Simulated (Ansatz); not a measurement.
```tsv
atom	x (Å)	y (Å)	z (Å)
Al	0.0000	0.0000	-1.1252
N	0.0000	0.0000	1.1252
```

Basis set: 6-31G (spherical functions). Left uncorrelated: 6 orbitals. Charge 0, multiplicity 3.

Computed with Ansatz (development build ahead of 0.2.0); the reference of a correlated method needn't be the lowest determinant of its kind.

Question: Give the atomization energy at this shape (free ground-state atoms in the same class of orbitals less the molecule, no zero-point energy) of triplet AlN by UHF-BCCD(T), UHF-CCSD(T).

Answer:

| method | atomization energy |
| --- | --- |
| UHF-BCCD(T) | 29.94 kcal/mol |
| UHF-CCSD(T) | 29.94 kcal/mol |

Caution: the reference determinant was not shown to be the lowest.

This basis has no polarisation functions and is too small for such energies, which can lie far from measured ones in either direction.
